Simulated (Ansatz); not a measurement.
A structure relaxed at r2SCAN-D4/def2-TZVP in Ansatz, charge 0, doublet:

```xyz
3

Re   -1.041   -0.695    0.556
Se    0.034    0.160   -1.344
Se    1.006    0.534    0.788
```

(1) Give its formula and point group.

(2) Summarise the bond lengths by kind (pairs closer than 1.2 times the sum of covalent radii, bridged metal pairs left out).

Results:

(1) ReSe₂. Point group Cs (tolerance 0.1 Å).

(2) 2 × Re–Se 2.34 to 2.40 Å; 1 × Se–Se 2.37 Å. The metal has 2 neighbours: Se 2.34 Å, Se 2.40 Å.

In the def2 sets Re takes a core potential; there is no spin–orbit coupling. The charge 0 doublet is spin-contaminated (final ⟨S²⟩ up to 2.04, 0.75 for a pure state). The relaxation made no stability test and no search for a lower SCF solution. No other spin state of charge 0 was run. Another isomer (quartet) lies 2.55 eV lower at PBE0-D4/def2-TZVP; other spin states weren't run for this one.
